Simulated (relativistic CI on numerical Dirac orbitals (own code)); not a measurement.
**How well does a small relativistic CI reproduce Rb V?**

Method of calculation: Dirac-Coulomb-Breit CI, separate exchange-only KLI orbitals for each configuration, QED by a radiative potential, valence Slater integrals scaled by 0.85, P86 correlation energy added to each configuration (own radial code, finite nucleus).

CI space (outside the closed core [Ar] 3d10): 4s2.4p3, 4s.4p4, 4s2.4p2.4d, 4p5, 4s.4p3.4d, 4s2.4p2.4f, 4s2.4p2.5s, 4s2.4p2.5p, 4s.4p3.4f, 4s2.4p2.5d, 4s2.4p2.6s, 4s2.4p2.6p, 4p4.4d, 4s2.4p.4d2, 4s2.4d3, 4s.4p.4d3, 4s2.4d2.4f, 4s2.4d2.5s, 4s2.4d2.5p, 4s2.4p.4f2, 4s2.4d.4f2, 4s.4p.4d.4f2, 4s2.4f3, 4s2.4f2.5s, 4s2.4f2.5p. Double excitations out of closed p, d and f shells are left out; levels of such configurations are missing from the list, as are those of other unlisted configurations, and high levels can miss mixing partners. These lack a partner that the ground configuration has and come out too high: 4s.4p3.4f, 4s2.4p2.5d, 4s2.4p2.6s, 4s2.4p2.6p.

| Configuration | Term (tabulated) | J | Measured (cm⁻¹) | Computed | Error | Purity (%) |
| --- | --- | --- | --- | --- | --- | --- |
| 4s2.4p3 | 4S° | 3/2 | 0.0 | 0 | 0 | 94 |
| 4s2.4p3 | 2D° | 3/2 | 18639.1 | 18435 | -204 | 83 |
| 4s2.4p3 | 2D° | 5/2 | 21080.4 | 21008 | -72 | 98 |
| 4s2.4p3 | 2P° | 1/2 | 34794.3 | 33015 | -1780 | 97 |
| 4s2.4p3 | 2P° | 3/2 | 38317.8 | 36663 | -1655 | 81 |
| 4s.4p4 | 4P | 5/2 | 135925.6 | 141958 | 6032 | 89 |
| 4s.4p4 | 4P | 3/2 | 140861.6 | 146803 | 5942 | 89 |
| 4s.4p4 | 4P | 1/2 | 143010.2 | 148950 | 5940 | 89 |
| 4s.4p4 | 2D | 3/2 | 167062.8 | 172421 | 5358 | 77 |
| 4s.4p4 | 2D | 5/2 | 168272.8 | 173619 | 5346 | 78 |
| 4s2.4p2.5s | 4P | 3/2 | 266420.0 | 277705 | 11285 | 96 |
| 4s2.4p2.5s | 2P | 1/2 | 268680.0 | 283256 | 14576 | 88 |
| 4s2.4p2.5s | 4P | 5/2 | 270710.0 | 281920 | 11210 | 60 |
| 4s2.4p2.5s | 2P | 3/2 | 271790.0 | 288071 | 16281 | 76 |
| 4s2.4p2.5s | 2D | 5/2 | 285920.0 | 298338 | 12418 | 90 |
| 4s2.4p2.5s | 2D | 3/2 | 286790.0 | 299116 | 12326 | 80 |
| 4s2.4p2.5s | 2S | 1/2 | 307390.0 | 317102 | 9712 | 93 |

Measured levels from Sansonetti, J. Phys. Chem. Ref. Data 35, 301 (2006); pairs were made by configuration, J and term (by order where the table uses no LS term), so strongly mixed levels may be paired wrongly.

Mean error by configuration (cm⁻¹): 4s2.4p3 -928; 4s.4p4 5724; 4s2.4p2.5s 12544. Over the excited levels the mean absolute error is 7509 cm⁻¹ (16 of the 19 excited levels that our extract of the source holds in range could be paired, and the others can miss by more), and the median relative error of those above 1,000 cm⁻¹ is 4.2 %.
